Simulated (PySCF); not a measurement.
Atom-mapped SMILES (the numbers label the heavy atoms): `[F:1][C:2]1([F:3])[CH2:4][CH2:5][O:6][CH2:7][CH2:8]1`. Each H is labelled by its parent atom.

- structure optimised with GFN2-xTB
- σ from GIAO-PBE0/pcSseg-1
- code: PySCF 2.14.0 with density-fitted response routines
- non-relativistic, fast rotation and ring inversion assumed for equivalent nuclei, no solvent, one conformer

References, each an isolated molecule treated in the same way: 13C (σref 186.93), 1H (σref 31.72) vs TMS; 19F (σref 170.95) against CFCl3; 17O (σref 336.08) vs H2O.

```tsv
atoms	nucleus	count	δ (ppm)
H(C5)/H(C7)	1H	4	3.94
C2	13C	1	126.8
C4/C8	13C	2	?
F1/F3	19F	2	-118.9
O6	17O	1	?
C5/C7	13C	2	68.7
H(C4)/H(C8)	1H	4	1.90
```

Complete the table.

## Answers


- C4/C8: 39.7 ppm, sp3 CH2 in a ring; aliphatic region, no heteroatom directly attached
- O6: 47.5 ppm, ether oxygen

Shifts are as computed. Against solution values, carbons near 30 ppm lie about +3 ppm off and those near 130 ppm about +5 ppm. Of 1313 compounds with measured shifts, 239 miss one by over three times the rms of a fit or turn the order of signals round; such compounds aren't used in these exercises. Unscaled 19F shifts against computed CFCl3 carry errors that often reach 10 to 50 ppm. Experimental scales use liquid or dissolved standards, which lie at an offset from isolated H2O (liquid H2O: subtract about 36 ppm).
